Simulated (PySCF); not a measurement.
Species: C₂H₁₀AlAs.
Z-matrix (Å and degrees, PBE0-D3(BJ)/def2-SVP geometry), rows numbered from 1:
```
C 
C   1  1.5176
As  2  1.9526  1  115.34
Al  3  2.5886  2  115.73  1   179.65
H   1  1.1007  2  111.66  3   -60.40
H   1  1.1013  2  110.52  3   179.95
H   1  1.1008  2  111.71  3    60.32
H   2  1.1014  1  112.03  3  -120.32
H   2  1.1016  1  111.93  3   120.33
H   3  1.5134  2  100.64  1    49.30
H   3  1.5132  2  100.63  1   -50.25
H   4  1.6005  3  100.59  2   178.03
H   4  1.6053  3   95.55  2    57.32
H   4  1.6052  3   95.96  2   -61.16
```

Computed with PBE0-D3(BJ)/def2-SVP geometry optimisation, gas phase in PySCF 2.14.0.

Masses are those of the commonest isotopes; rigid-rotor values at the optimised geometry. The values belong to one conformer with, in the numbering `[H][As+:3]([H])([CH2:2][CH3:1])[AlH3-:4]`, C1–C2–As3–Al4 180°.

(1) What are A, B and C (MHz)?

(2) Classify the top.

(3) Is it planar, by Δ = Ic − Ia − Ib?

(4) Where do the levels up to J = 5 lie, in K?

(5) Which lines would a microwave search look for?

Results:

(1) Ia = 55.54, Ib = 343.17, Ic = 379.60 u·Å²; 505379 MHz·u·Å²/I gives A = 9099, B = 1473, C = 1331 MHz.

(2) A near-prolate asymmetric top: κ = (2 × 1473 − 9099 − 1331)/(9099 − 1331) = -0.96.

(3) Not planar: Δ = Ic − Ia − Ib = -19.11 u·Å². For a rigid frame Δ = −2 Σ m c², so Σ m c² = 9.56 u·Å² lies off the ab plane, practically all of it from hydrogen. The atom farthest from that plane is 1.40 Å away.

(4) Above 0(0,0), as E/k:
J = 1: 1(0,1) 0.135, 1(1,1) 0.501, 1(1,0) 0.507
J = 2: 2(0,2) 0.404, 2(1,2) 0.763, 2(1,1) 0.783, 2(2,1) 1.881, 2(2,0) 1.881
J = 3: 3(0,3) 0.807, 3(1,3) 1.156, 3(1,2) 1.197, 3(2,2) 2.285, 3(2,1) 2.285, 3(3,1) 4.132, 3(3,0) 4.132
J = 4: 4(0,4) 1.344, 4(1,4) 1.681, 4(1,3) 1.749, 4(2,3) 2.823, 4(2,2) 2.825, 4(3,2) 4.670, 4(3,1) 4.670, 4(4,1) 7.256, 4(4,0) 7.256
J = 5: 5(0,5) 2.015, 5(1,5) 2.336, 5(1,4) 2.438, 5(2,4) 3.496, 5(2,3) 3.499, 5(3,3) 5.344, 5(3,2) 5.344, 5(4,2) 7.929, 5(4,1) 7.929, 5(5,1) 11.253, 5(5,0) 11.253

(5) The dipole components are |μa| = 5.09 D, |μb| = 0.84 D, |μc| = 0.01 D. Intensities carry the squares of the components, which stand as 1.00 : 0.03 : 0.00 (a : b : c). Some lines, for components of 0.1 D or more:

```tsv
type	branch	J(Ka,Kc)	MHz	lower level (cm⁻¹)
b	R	3(0,3) ← 2(1,2)	918	0.530
a	Q	4(1,3) ← 4(1,4)	1413	1.168
b	R	4(0,4) ← 3(1,3)	3916	0.804
a	R	2(1,1) ← 1(1,0)	5749	0.353
a	R	3(1,3) ← 2(1,2)	8199	0.530
a	R	3(2,1) ← 2(2,0)	8420	1.308
b	Q	4(1,3) ← 4(0,4)	8427	0.934
a	R	4(1,4) ← 3(1,3)	10930	0.804
a	R	4(0,4) ← 3(0,3)	11197	0.561
a	R	4(2,3) ← 3(2,2)	11215	1.588
a	R	4(3,2) ← 3(3,1)	11220	2.872
a	R	4(3,1) ← 3(3,0)	11220	2.872
a	R	4(2,2) ← 3(2,1)	11234	1.588
b	R	3(1,3) ← 2(0,2)	15686	0.281
b	Q	3(2,2) ← 3(1,3)	23515	0.804
b	R	2(2,1) ← 1(1,0)	28628	0.353
b	R	4(2,3) ← 3(1,2)	33882	0.832
b	Q	3(3,0) ← 3(2,1)	38475	1.588
b	R	3(3,1) ← 2(2,0)	46895	1.308
b	R	3(3,0) ← 2(2,1)	46897	1.308
b	Q	4(4,1) ← 4(3,2)	53874	3.246
b	R	4(4,1) ← 3(3,0)	65094	2.872
```

No frequency check. Constants of a rigid frame at the computed geometry: no zero-point averaging, no centrifugal distortion. A rigid rotor knows nothing of internal rotation, which can split or shift real lines. Quadrupole hyperfine structure (27Al, 75As) is left out.

Time: 2.8 min wall; peak memory 0.54 GiB. Hardware: Arm Neoverse N1, one thread, shared host with 64 logical CPUs at a one-minute load of 61. This is the geometry optimisation.
